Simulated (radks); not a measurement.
The numbers below are computed, except where a source is named.
Kinetic energies: the exact non-interacting value of the Kohn-Sham orbitals and orbital-free approximations, as 100 (|E| - |E exact|)/|E exact|, negative where the magnitude is too small. Species: Sr+ [Kr] 5s1; Re [Xe] 4f14 5d5 6s2; In3+ [Kr] 4d10; Xe3+ [Kr] 4d10 5s2 5p3. Code: a radial shooting solver on a logarithmic mesh with Libxc functionals. Model: non-relativistic Kohn-Sham, exchange-only B88, spin-polarised, spherical densities, point nucleus. Every spin shell is full or empty, so the densities are truly spherical. Functionals are evaluated on that one density, not self-consistently.

| functional | Sr+ | Re | In3+ | Xe3+ |
|---|---|---|---|---|
| exact (hartree) | 3131.40 | 15785.0 | 5738.40 | 7229.90 |
| Thomas-Fermi | -5.76 | -4.75 | -5.32 | -5.19 |
| TF + vW/9 | -0.70 | -0.73 | -0.67 | -0.69 |
| TF + vW/5 | +3.34 | +2.49 | +3.05 | +2.92 |
| APBEK | +0.13 | +0.01 | +0.13 | +0.10 |
| revAPBEK | +0.34 | +0.16 | +0.31 | +0.27 |
| Perdew 92 | -0.69 | -0.72 | -0.66 | -0.68 |
| Pearson | -1.02 | -0.89 | -0.92 | -0.91 |
| LKT | +21.33 | +16.28 | +19.35 | +18.63 |
| PG1 | +16.84 | +12.69 | +15.22 | +14.61 |
| Ernzerhof | -0.37 | -0.51 | -0.39 | -0.42 |
